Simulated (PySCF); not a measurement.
These are B3LYP-D3(BJ)/def2-TZVP // r2SCAN-D4/def2-SVP (PySCF) values and carry that method's errors. Gas-phase values, no solvent. One relaxed conformer stands for a flexible species; it need not be the lowest. B3LYP has the VWN-RPA correlation part, as in Gaussian. 

Reference species: [Ta(Cl)5] (neutral, multiplicity 1).

```json
{
 "HOMO–LUMO gap": "4.93 eV",
 "mean_distance_from_the_central_atom_to_its_bonded_neighbours": "2.312 Å",
 "charge on the central atom (Mulliken)": "1.16 e",
 "LUMO": "-3.98 eV"
}
```

Changed species: [Ta(Cl)2(NH2)3] (3 of 5 Cl replaced by NH2; the reference has 0 of 5 Cl replaced by NH2).

Task: Give the shifts of the HOMO–LUMO gap, mean distance from the central atom to its bonded neighbours, charge on the central atom (Mulliken) and LUMO.

Result: the HOMO–LUMO gap falls by 0.22 eV, to 4.71 eV; the mean distance from the central atom to its bonded neighbours falls by 0.170 Å, to 2.142 Å; the charge on the central atom (Mulliken) increases by 0.18 e, to 1.34 e; the LUMO rises by 1.40 eV, to -2.58 eV.
